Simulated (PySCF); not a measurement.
# One molecule, several mistakes: BGeH5Si

These are calculations, not measurements. The program is PySCF 2.14.0, an open-source quantum chemistry code, run on an isolated molecule that a program drew, which may never have been made. The molecule is BGeH5Si (charge 0, singlet), drawn as the SMILES string `[SiH][BH][GeH3]`.

Each row is a Hartree-Fock (HF) and frozen-core CCSD(T) single point in the cc-pV(D+d)Z basis, meant for a local HF minimum. Run 1 is clean. Each other run has one planted mistake out of seven kinds, and not every kind appears here: one electron removed, one electron added, multiplicity raised by two, geometry at a saddle point, minimal basis STO-3G, one bond length entered in bohr, all coordinates scaled. The reference is restricted for singlets and unrestricted otherwise, and also for a bond in bohr. Adding or removing an electron swaps singlet and doublet. Electrons count all cores. HOMO and LUMO are orbital energies over both spins, the gradient is its largest component, and the lowest frequency (negative if imaginary) is given only where the gradient is small. Bond lengths are over the 7 bonds as drawn. T1 is the CCSD diagnostic: over 0.02 (restricted) or 0.045 (unrestricted) a single reference is doubtful. Germanium has the cc-pVDZ-PP basis, with a core potential (ECP10MDF) in place of its 10 inner electrons, and its 3s, 3p and 3d shells are frozen in CCSD(T).

Geometry of the clean run:
```xyz
8
BGeH5Si, angstrom
Si    2.9036    2.1941   -1.2537
B     1.6406    2.1115    0.2875
Ge   -0.2805    1.2859    0.0906
H     2.3356    3.5534   -1.6336
H     1.9212    2.5026    1.3894
H    -0.6354    0.8980   -1.3536
H    -0.3833    0.0165    0.9496
H    -1.3362    2.2874    0.5787
```

| run | electrons | basis functions | <S^2> | HOMO (eV) | LUMO (eV) | gradient (hartree/bohr) | lowest frequency (cm^-1) | mean bond (Å) | longest bond (Å) | T1 | HF (hartree) | CCSD(T) (hartree) | mistake |
|---|---|---|---|---|---|---|---|---|---|---|---|---|---|
| 1 | 56 | 85 | 0.000 | -8.78 | 0.48 | 3.5e-05 | 85 | 1.6323 | 2.100 | 0.0193 | -609.80869 | -610.14199 | no fault |
| 2 | 55 | 85 | 0.787 | -16.01 | -6.69 | 2.7e-02 | - | 1.6323 | 2.100 | 0.0282 | -609.52575 | -609.82988 | one electron removed |
| 3 | 56 | 85 | 0.000 | -8.75 | 0.59 | 1.9e-02 | - | 1.5785 | 2.031 | 0.0198 | -609.80193 | -610.13460 | all coordinates scaled |
| 4 | 56 | 85 | 1.262 | -9.05 | 0.58 | 1.5e-02 | - | 1.8993 | 3.969 | 0.0500 | -609.72892 | -610.03665 | one bond length entered in bohr |
| 5 | 56 | 85 | 2.029 | -7.89 | -0.08 | 2.3e-02 | - | 1.6323 | 2.100 | 0.0224 | -609.78093 | -610.09179 | ? |
| 6 | 57 | 85 | 0.773 | -1.20 | 6.27 | 1.6e-02 | - | 1.6323 | 2.100 | 0.0280 | -609.82103 | -610.16818 | ? |

**Which mistake was planted in run 5, and what did it cost?**

Electrons, basis and geometry are unchanged, and <S^2> is 2.029, beside S(S+1) = 2.00 for a multiplicity of 3. So the mistake is: multiplicity raised by two. Subtracting run 1 and multiplying by 627.51 kcal/mol a hartree, the energy moved by 17.4 kcal/mol in HF and 31.5 kcal/mol in CCSD(T).

**Which mistake was planted in run 6, and what did it cost?**

It counts 57 electrons, one more than the clean run, at the same geometry and basis. So the mistake is: one electron added. Subtracting run 1 and multiplying by 627.51 kcal/mol a hartree, the energy moved by -7.7 kcal/mol in HF and -16.4 kcal/mol in CCSD(T).

Cautions from the logs. Run 4: T1 is over the limit, so its CCSD(T) energy is less reliable.
